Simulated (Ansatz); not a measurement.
The cluster Ga₃As₄. Charge 0, multiplicity 2. Geometry PBE-D4/def2-SVP.

```xyz
7

Ga    2.016    0.786   -1.080
Ga    0.767   -1.649    0.152
Ga   -0.703    1.673   -0.183
As   -0.292   -0.328   -1.972
As   -1.938   -0.889   -0.290
As    1.176    0.673    1.499
As   -1.025   -0.266    1.874
```

The 6-31G sets use Cartesian d functions. B3LYP takes the VWN-RPA correlation. At HF/STO-3G, HF/def2-SVP the charge 0 doublet is spin-contaminated (final ⟨S²⟩ up to 3.88, 0.75 for a pure state). The structure comes from a short search, and lower isomers may exist.

Estimate the α-spin orbital energies around the gap (eV) in Ansatz with HF/STO-3G, HF/def2-SVP, PBE-D4/def2-SVP, r2SCAN-D4/def2-SVP, B3LYP-D4/6-31G.


```tsv
orbital	HF/STO-3G	HF/def2-SVP	PBE-D4/def2-SVP	r2SCAN-D4/def2-SVP	B3LYP-D4/6-31G
HOMO−13	-15.47	-22.52	-15.64	-16.39	-17.68
HOMO−12	-14.44	-20.69	-14.38	-15.06	-16.23
HOMO−11	-12.72	-17.19	-12.26	-12.78	-13.67
HOMO−10	-10.77	-15.05	-10.48	-10.95	-11.95
HOMO−9	-10.43	-14.48	-10.11	-10.55	-11.40
HOMO−8	-9.55	-12.83	-9.03	-9.41	-10.10
HOMO−7	-8.81	-10.64	-7.34	-7.67	-8.21
HOMO−6	-8.24	-10.28	-7.27	-7.67	-8.18
HOMO−5	-7.42	-9.81	-6.84	-7.18	-7.64
HOMO−4	-7.23	-9.69	-6.64	-6.95	-7.43
HOMO−3	-6.89	-8.89	-6.56	-6.91	-7.39
HOMO−2	-5.46	-8.81	-5.78	-6.10	-6.65
HOMO−1	-4.96	-7.81	-5.26	-5.55	-6.05
HOMO	-3.61	-7.30	-4.61	-4.95	-5.32
LUMO	2.65	-0.78	-3.95	-4.12	-3.69
LUMO+1	3.87	0.48	-2.70	-2.73	-2.30
LUMO+2	4.37	1.14	-2.20	-2.21	-1.76
LUMO+3	4.41	1.32	-1.94	-1.90	-1.61
LUMO+4	5.30	1.87	-1.54	-1.47	-1.37
LUMO+5	5.79	1.89	-1.51	-1.45	-1.30
β HOMO	-6.29	-7.28	-5.17	-5.41	-5.90
β LUMO	0.74	-0.78	-4.10	-4.06	-3.83
```
